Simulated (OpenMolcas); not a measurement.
**Fe5+, Ru5+, Os5+: d3 down the group**

* Program: OpenMolcas
* Method: MS-CASPT2, IPEA 0.25 Eh, imaginary shift 0.1 Eh
* Basis: ANO-RCC-VTZP
* Scalar Hamiltonian: DKH2, point nucleus
* Spin-orbit coupling: state interaction with AMFI integrals over the reference wave functions, term energies averaged over their components

Active space for each ion: 3 electrons in 5 orbitals (d); closed shells correlated by CASPT2: Fe5+ 3s 3p; Ru5+ 4s 4p; Os5+ 5s 5p.

Computed levels in cm-1 above 4F 3/2:

```csv
Level,Fe5+,Ru5+,Os5+
4F 5/2,544,1427,6510
4F 7/2,1275,3150,11650
4F 9/2,2170,5020,14980
4P 1/2,19600,13740,17340
4P 5/2,20460,15940,25530
2G 7/2,21080,15980,23420
2G 9/2,21820,17050,37750
2P 3/2,27200,24520,40950
2P 1/2,27410,20180,29570
weight of 4F in the lowest level (%),100,98,82
```

Mixed levels, with the weight of the term that names them: Fe5+ 2P 3/2 (61 %), Ru5+ 2G 9/2 (74 %), Ru5+ 2P 3/2 (50 %), Os5+ 4F 9/2 (57 %), Os5+ 4P 1/2 (67 %), Os5+ 2G 9/2 (57 %), Os5+ 2P 3/2 (56 %), Os5+ 2P 1/2 (67 %).

Measured, with the error of the calculation in %. Measured levels: Fe5+ from Corliss and Sugar, J. Phys. Chem. Ref. Data 11, 135 (1982); Os5+ from the list in Brasseur, Palmeri and Quinet, Atoms 13, 11 (2025).

```csv
Level,Fe5+,Os5+
4F 5/2,511 (+6.4),6397 (+1.8)
4F 7/2,1188 (+7.3),11444 (+1.8)
4F 9/2,2001 (+8.3),14678 (+2.1)
4P 1/2,18738 (+4.6),16772 (+3.4)
4P 5/2,19611 (+4.3),24828 (+2.8)
2G 7/2,20616 (+2.3),22920 (+2.2)
2G 9/2,21315 (+2.4),37019 (+2.0)
2P 3/2,26215 (+3.8),40203 (+1.9)
2P 1/2,26496 (+3.4),28860 (+2.5)
```

The fine-structure level 4F 9/2 changes by a factor of 6.9 from Fe5+ to Os5+.

Without spin-orbit coupling 4P lies 18900, 12170, 11720 cm-1 above 4F in that order; the difference to the level 4P 1/2, of either sign, comes from spin-orbit coupling, which also lowers the zero.

CASPT2 breaks the degeneracy within a term, and the mean is taken; among the terms shown or strongly mixed into the levels shown the widest spread is 1000 cm-1 (3d3 4F, Fe5+). Measured partners are found by configuration, term and J. A level has none where our copy of the source lacks it or the pairing is in doubt (some pairs that miss far off the trend of their configuration count as doubtful), and it then counts in no deviation. Only configurations of the active space appear.
